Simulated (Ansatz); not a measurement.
C$_{2}$H$_{5}$ClSi$_{2}$, SMILES `[SiH3][Si]1(Cl)C=C1` at its PBE0-D4/def2-TZVP geometry, where that method's forces vanish. Charge 0, multiplicity 1.

```xyz
10

Si    0.0049    1.8811   -0.0391
Si    0.5372   -0.3797   -0.0813
Cl    2.5659   -0.5783   -0.4104
C    -0.5848   -1.7072   -0.5462
C    -0.3682   -1.6798    0.7715
H    -1.4589    2.0216    0.1739
H     0.7396    2.5485    1.0666
H     0.3881    2.5114   -1.3289
H    -1.1456   -2.3385   -1.2250
H    -0.6781   -2.2792    1.6190
```

Problem. What forces (eV/Å) does r2SCAN-D4/def2-TZVPP give on these atoms in Ansatz? (An estimate is asked.)

Solution. Ansatz gave: 
```
Si1 -0.006 -0.002  0.001
Si2  0.010  0.128 -0.005
Cl3  0.096 -0.010 -0.015
C4  -0.069 -0.054 -0.126
C5  -0.024 -0.047  0.144
H6   0.025  0.010 -0.003
H7  -0.014  0.002 -0.024
H8  -0.008  0.002  0.026
H9  -0.005 -0.014 -0.001
H10 -0.005 -0.014  0.003
```
